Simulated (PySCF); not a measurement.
Match the calculated data to a structure.

All candidates are C2H8OSi.

- 13C NMR: chemical shifts (computed TMS as zero) by class: 63.7 (1 C), 20.1 (1 C) ppm [GIAO PBE0/pcSseg-1]
- Triplet: lowest triplet excitation (Tamm–Dancoff): 6.81 eV [TDA CAM-B3LYP/def2-SVPD]
- 1H NMR: chemical shifts (computed TMS as zero) by class: 4.79 (3 H), 3.58 (2 H), 1.27 (3 H) ppm [GIAO PBE0/pcSseg-1]
- Dipole: 1.08 D [CAM-B3LYP/def2-SVPD]
- NMR, other nuclei: isotropic shieldings of nuclei other than C and H, by class: 311 (1 O), 384 (1 Si) ppm [GIAO PBE0/pcSseg-1]
- UV, strongest line: among the 10 lowest singlet transitions: S9 at 9.10 eV (136 nm, f = 0.139) [TDDFT CAM-B3LYP/def2-SVPD]
- Rotational structure: rotational constants A, B, C: 25.105, 2.560, 2.462 GHz [PBE0-D3(BJ)/def2-SVP]
- XPS: Si2p3/2 107.4, C1s 290.7, C1s 292.4, O1s 538.0, Si1s 1847.3 eV [ΔSCF SCAN, pcX-2 on the ionised atom, pcseg-1 elsewhere, spin-free X2C, 2p3/2 from a spin–orbit splitting computed afterwards within the 2p shell]

Gas-phase values; electronic properties from PySCF, density fitting. Levels stand in brackets. Geometry: PBE0-D3(BJ)/def2-SVP, one conformer, isolated molecule. Each NMR value is the plain mean over a class of atoms that symmetry, rotation or inversion makes alike.

Question: Which candidate is it?
A. `CC[SiH2]O`
B. `COC[SiH3]`
C. `C[SiH](C)O`
D. `CCO[SiH3]`

Answer: D. It is `CCO[SiH3]`. Numbering: `[CH3:1][CH2:2][O:3][SiH3:4]`. Its formula, C2H8OSi, gives 0 degrees of unsaturation, so no ring and no π bond. 2 carbons fall into 2 classes; from least to most shielded: sp3 carbon bound to oxygen [C2] (63.7 ppm), methyl carbon [C1] (20.1 ppm). Hydrogen classes from least to most shielded: 3 H on an oxygen-bound silicon, Si4 (4.79 ppm), 2 H on an sp3 carbon bound to oxygen, C2 (3.58 ppm), 3 H on a methyl carbon, C1 (1.27 ppm, a mean of values up to 0.5 ppm apart in this geometry). The other shieldings belong to: 311 ppm, silyl ether oxygen [O3]; 384 ppm, oxygen-bound silicon [Si4]. The core levels belong to: Si2p3/2 107.4 eV, oxygen-bound silicon [Si4]; C1s 290.7 eV, methyl carbon [C1]; C1s 292.4 eV, sp3 carbon bound to oxygen [C2]; O1s 538.0 eV, silyl ether oxygen [O3]; Si1s 1847.3 eV, oxygen-bound silicon [Si4]. The optimised geometry has point group Cs and is an asymmetric top.

The others, at the same levels:
- `COC[SiH3]` fails: its computed core binding energies are Si2p3/2 106.7, C1s 291.7, C1s 292.2, O1s 538.5, Si1s 1846.4 eV, strongest line among the 10 lowest singlet transitions is S8 at 8.80 eV (141 nm, f = 0.088) (against S9 at 9.10 eV) and rotational constant A is 23.156 GHz (against 25.105 GHz).
- `CC[SiH2]O` fails: its computed core binding energies are Si2p3/2 107.1, C1s 290.3, C1s 290.8, O1s 538.5, Si1s 1847.0 eV, rotational constant A is 16.813 GHz (against 25.105 GHz) and smallest rotational constant is 2.576 GHz (against 2.462 GHz).
- `C[SiH](C)O` fails: its computed core binding energies are Si2p3/2 106.8, C1s 290.1 (×2), O1s 538.2, Si1s 1846.7 eV, lowest triplet excitation (Tamm–Dancoff) is 7.01 eV (against 6.81 eV) and rotational constant A is 6.018 GHz (against 25.105 GHz).

Each candidate is one conformer, not necessarily the lowest. Dipoles, sizes and rotational constants follow the conformer. The torsions of the flexible species, by atom-mapped SMILES:
- `[CH3:1][CH2:2][O:3][SiH3:4]`: C1–C2–O3–Si4 180°
- `[CH3:1][O:2][CH2:3][SiH3:4]`: C1–O2–C3–Si4 179°
- `[CH3:1][CH2:2][SiH2:3][OH:4]`: C1–C2–Si3–O4 177°, H–O4–Si3–C2 60°
- `[CH3:1][SiH:2]([CH3:3])[OH:4]`: H–O4–Si2–C1 64°
